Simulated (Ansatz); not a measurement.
`BC([SiH3])BCl` + `O[SiH3]` → `[SiH3]OBCl` + `BC[SiH3]`  (ligand exchange at a B–C bond)

Computed with Ansatz on PBE0-D4/def2-TZVP structures; ΔE is electronic, products minus reactants. CCSD(T)/CBS adds triple-zeta CCSD(T) − MP2 to the extrapolated MP2 energy (def2 sets, frozen cores). This one scheme is used for every species. DFT in def2-TZVPP. One conformer a species, not always the lowest.

`BC([SiH3])BCl`:

Z-matrix (Å, degrees):
```
Si
C 1 1.914
B 1 2.468 2 38.7
H 1 1.481 2 107.9 3 -136.9
H 1 1.494 2 108.7 3 -19.4
H 1 1.480 2 111.7 3 100.3
B 2 1.530 1 106.8 3 -116.5
H 2 1.091 1 107.7 3 117.8
H 3 1.195 1 118.4 2 -108.0
H 3 1.198 1 97.8 2 122.2
Cl 7 1.754 2 120.9 1 -120.9
H 7 1.193 2 122.5 1 59.7
```

`O[SiH3]`:

Cartesian coordinates in Å:
```
O -0.676 1.087 -0.059
Si 0.167 -0.326 -0.150
H -0.753 1.508 0.797
H 1.583 -0.148 0.277
H 0.118 -0.738 -1.571
H -0.439 -1.383 0.706
```

`[SiH3]OBCl`:

Cartesian coordinates in Å:
```
Si -0.403 -1.083 0.357
O 0.795 0.044 0.078
B 0.770 1.293 -0.392
Cl -0.760 2.053 -0.858
H -1.094 -1.404 -0.914
H 0.287 -2.279 0.888
H -1.364 -0.554 1.353
H 1.770 1.930 -0.512
```

`BC[SiH3]`:

Z-matrix (Å, degrees):
```
C
Si 1 1.896
B 1 1.532 2 106.4
H 1 1.094 2 104.2 3 -121.9
H 1 1.094 2 104.4 3 122.1
H 2 1.486 1 111.0 3 -59.0
H 2 1.486 1 110.8 3 62.0
H 2 1.486 1 108.7 3 -178.5
H 3 1.198 1 120.6 2 88.6
H 3 1.198 1 120.7 2 -87.3
```

CCSD(T)/CBS gives -25.2 kcal/mol.

(1) Another level gave -32.3 kcal/mol. Which?
A. HF/def2-TZVPP
B. r2SCAN-D4/def2-TZVPP
C. SCS-MP2/def2-TZVPP
D. PBE-D4/def2-TZVPP

Largest T1 diagnostic among the species: 0.012.

Results:

(1) A. HF/def2-TZVPP -32.3, SCS-MP2/def2-TZVPP -26.3, r2SCAN-D4 -25.3, PBE-D4 -23.4 kcal/mol.

In def2-TZVPP, CCSD(T) changes the Hartree–Fock value by +6.7 kcal/mol (the triples alone add +0.9 kcal/mol) and MP2 by +7.6 kcal/mol. The D4 term adds +0.9 kcal/mol with B3LYP and +0.5 kcal/mol with PBE0; it sums over pairs of atoms, weighted by their polarisabilities, and B3LYP, whose exchange is more repulsive, gets the larger term.

B3LYP here is the variant with VWN-RPA as its local correlation; programs differ in this.
